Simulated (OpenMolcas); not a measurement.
**O+: from CASSCF to CASPT2**

```json
{
  "Program": "OpenMolcas",
  "Basis": "ANO-RCC-VQZP [5s4p3d2f1g]",
  "Scalar Hamiltonian": "DKH2, point nucleus",
  "Active space": "5 electrons in 8 orbitals (2s 2p 3s 3p)",
  "State averaging": "2S+1 = 4 odd, 1 root; 2S+1 = 2 odd, 8 roots; 2S+1 = 4 even, 3 roots; 2S+1 = 2 even, 9 roots",
  "Spin-orbit coupling": "RASSI with atomic mean-field integrals over the reference wave functions, term energies averaged over their components"
}
```

Methods on the same reference wave functions:
A. CASSCF
B. SS-CASPT2, IPEA 0.25 Eh, imaginary shift 0.1 Eh (closed shells correlated: 1s)

Energies in eV above 2s² 2p³ ⁴S°_3/2, the measured ground level; measured values from NIST Handbook of Basic Atomic Spectroscopic Data.

```
          Level        A       B  Measured
2s² 2p³ ⁴S°_3/2   0.0000  0.0000    0.0000
2s² 2p³ ²D°_3/2   3.7555   3.409    3.3266
2s² 2p³ ²D°_5/2   3.7568   3.410    3.3241
2s² 2p³ ²P°_1/2   4.9572   5.066    5.0176
2s² 2p³ ²P°_3/2   4.9581   5.067    5.0174
  2s 2p⁴ ⁴P_5/2  14.9512  14.900   14.8579
  2s 2p⁴ ⁴P_3/2  14.9680  14.917   14.8782
  2s 2p⁴ ⁴P_1/2  14.9780  14.927   14.8884
```

Deviations, from unrounded energies. A percentage is the sum of absolute deviations over the sum of measured energies, with the sign that they share, or ± where signs differ.

```csv
Against measurement,Levels,A,B
mean absolute deviation (cm-1),7,1400,450
other terms of the ground configuration (%),4,±5.9,+1.6
other configurations (%),3,+0.6,+0.3
```

B lies closest to measurement on these levels. The largest miss of B in the table is 2s² 2p³ ²D°_5/2, by +700 cm-1. The ranking rests on the paired levels alone, and a cruder setting can come out closer through cancelling errors.

From A to B the spin-free energies of the other terms of 2s² 2p³ shown, above ⁴S°, scale by factors of 0.91 to 1.02.

The lowest spin-free term lies below A's lowest term by 0.094 hartree in B.

Term energies are means over components that CASPT2 splits; among the terms shown or strongly mixed into the levels shown the widest spread is 50 cm-1 (2s² 2p³ ²D°, B). The run also gave levels led by 2s² 2p² 3s, which use shells meant for correlation; these and all levels above them are left out. Without dynamic correlation excited terms often stand tens of per cent too high (terms of higher spin than the ground term too low), and those without a measured partner can miss by more than the paired ones (holds for A). Measured partners are found by configuration, term and J. A level has none where our copy of the source lacks it or the pairing is in doubt (some pairs that miss far off the trend of their configuration count as doubtful), and it then counts in no deviation. Only configurations of the active space appear. The table leaves out levels that lie high or whose names do not pair safely across all columns.

° marks odd parity.
